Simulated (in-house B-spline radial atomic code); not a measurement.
As. Computed with a B-spline radial atomic code. Model: all-electron spherical atom, spin shells full or empty, radial basis limit, no spin-orbit coupling, Breit or QED, empty-state partial waves extrapolated as (l+1/2)^-4, RPA, G0W0 and static COHSEX of the highest shell as one setting changes (uncorrelated shells keep exact exchange).

Given: element As; charge 0; filled core Ar; hamiltonian one-electron scalar X2C; mean-field start LDA VWN5; highest l of empty states 9; nuclear rms radius 4.0968 fm; highest mean-field shell 4p up.

Shell: 3d 5 5, 4s 1 1, 4p 3 0 (electrons up and down).

| lowest nl shells left uncorrelated | RPA correlation energy (hartree) | G0W0 level (eV) | G0W0 minus most complete (meV) | COHSEX level (eV) | linearised minus solved G0W0 (meV) |
| --- | --- | --- | --- | --- | --- |
| 0 | -2.4289 | -9.653 | 0 | -11.855 | -145.3 |
| 1 | ? | ? | ? | ? | ? |
| 2 | -2.0979 | -9.6519 | 1.1 | -11.855 | -145.2 |
| 3 | -1.6015 | -9.647 | 6 | -11.843 | -144.6 |
| 4 | -1.4192 | -9.6527 | 0.3 | -11.851 | -145.3 |
| 5 | -0.89513 | -9.6882 | -35.2 | -11.922 | -149.5 |
| 6 | ? | ? | ? | ? | ? |
| 7 | -0.066334 | -9.6161 | 36.9 | -11.363 | -151.4 |

Problem. What follows for lowest nl shells left uncorrelated = 1?

Solution. RPA correlation energy -2.2765 hartree; G0W0 level -9.6525 eV; G0W0 minus most complete 0.5 meV; COHSEX level -11.855 eV; linearised minus solved G0W0 -145.2 meV.

Problem. What follows for lowest nl shells left uncorrelated = 6?

Solution. RPA correlation energy -0.18114 hartree; G0W0 level -9.5083 eV; G0W0 minus most complete 144.7 meV; COHSEX level -11.565 eV; linearised minus solved G0W0 -130.5 meV.
